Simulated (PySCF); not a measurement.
# Multinuclear NMR of C$_{2}$H$_{8}$O$_{2}$Si$_{2}$

Bonds (- single, = double, # triple, : aromatic): O1=C2 1.205 Å, C2-Si3 1.925 Å, Si3-C4 1.901 Å, C4-O5 1.411 Å, O5-Si6 1.622 Å. C2 carries H7; Si3 carries H8, H9; C4 carries H10, H11; Si6 carries H12, H13, H14.

PySCF 2.14 calculation with GFN2-xTB structure and NMR shieldings at PBE0/pcSseg-1/GIAO; no relativistic terms, one computed conformer, in vacuum, fast rotation and ring inversion assumed for equivalent nuclei.

Q: Predict the 29Si NMR data.

A: 
```
atoms                 environment  σ (ppm)  δ (ppm)
  Si6    silicon bonded to O, 3 H    380.8    -33.0
  Si3  silicon bonded to 2 C, 2 H    405.9    -53.7
```

Shieldings were converted by a linear fit to measured shifts: 29Si: δ = 279.94 − 0.822σ (rms 8.9 ppm, 72 shifts, 25.8 ppm with the 6 outliers that the fit left out vs TMS, solution or neat liquid). Occasional misses reach two or three times the rms, and more in compound classes unlike the fitted ones.

On a 600 MHz spectrometer 29Si resonates near 119.2 MHz, so 1 ppm is 119.2 Hz.

Q: What are the 17O shifts?

A: 
```
atoms             environment  σ (ppm)  δ (ppm)
   O1         carbonyl oxygen   -614.7    826.6
   O5  oxygen bonded to C, Si    359.8    -61.1
```

Shieldings were converted by a linear fit to measured shifts: 17O (scatter 10.7 ppm rms, 12.2 ppm with the 3 outliers that the fit left out vs liquid water, solution or neat liquid). Occasional misses reach two or three times the rms, and more in compound classes unlike the fitted ones.

On a 400 MHz spectrometer 17O resonates near 54.2 MHz, so 1 ppm is 54.2 Hz.
